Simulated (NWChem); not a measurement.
Molecule: C$_{5}$H$_{8}$; SMILES CC=C=CC

Not confirmed as a minimum by frequencies.

Question: Give the equilibrium geometry at PBE0/def2-SVP (NWChem) as a list of bonds and angles, with the point group.

Answer: point group C2; any orientation.
Bonds (Å): C1–C2 1.501, C1–H6 1.103, C1–H7 1.099, C1–H8 1.103, C2–C3 1.312, C2–H9 1.099, C3–C4 1.312, C4–C5 1.501, C4–H10 1.099, C5–H11 1.103, C5–H12 1.103, C5–H13 1.099. Bond angles (°): C2–C1–H6 110.9, C2–C1–H7 111.5, C2–C1–H8 110.9, H6–C1–H7 108.3, H6–C1–H8 106.8, H7–C1–H8 108.3, C1–C2–C3 125.5, C1–C2–H9 116.8, C3–C2–H9 117.7, C2–C3–C4 179.9, C3–C4–C5 125.5, C3–C4–H10 117.7, C5–C4–H10 116.8, C4–C5–H11 110.9, C4–C5–H12 110.9, C4–C5–H13 111.5, H11–C5–H12 106.8, H11–C5–H13 108.3, H12–C5–H13 108.3.
